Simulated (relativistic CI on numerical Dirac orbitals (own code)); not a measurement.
**The spin-orbit constant of Fe2+ from its measured fine structure**

Problem. The ground term 5D of Fe2+ (3p6 3d6) has the measured levels J = 0: 1027.3, J = 1: 932.4, J = 2: 738.9, J = 3: 436.2, J = 4: 0.0 cm⁻¹ (Corliss and Sugar, J. Phys. Chem. Ref. Data 11, 135 (1982)). Test the interval rule and estimate ζ(3d).

Working.
1. In LS coupling E(J) − E(J − 1) = AJ. The intervals give A = -94.9 (J = 1), -96.8 (J = 2), -100.9 (J = 3), -109.0 (J = 4) cm⁻¹.
2. These values spread by 14 % of their mean, from second-order spin-orbit mixing with other terms and from spin-spin terms.
3. The whole width divided by the sum of the upper J values gives a mean A = -102.7 cm⁻¹.
4. For the Hund term of a shell that is more than half full, A = −ζ/2S with 2S = 4, so ζ = 411 cm⁻¹.

Check. The value calculated from Dirac-Coulomb-Breit radial functions of this configuration is ζ = 395 cm⁻¹, 4 % below the estimate from measurement. The same recipe applied to the calculated levels returns 390 cm⁻¹, which shows the bias of the recipe itself. Where the interval rule fails, the estimate is only rough.
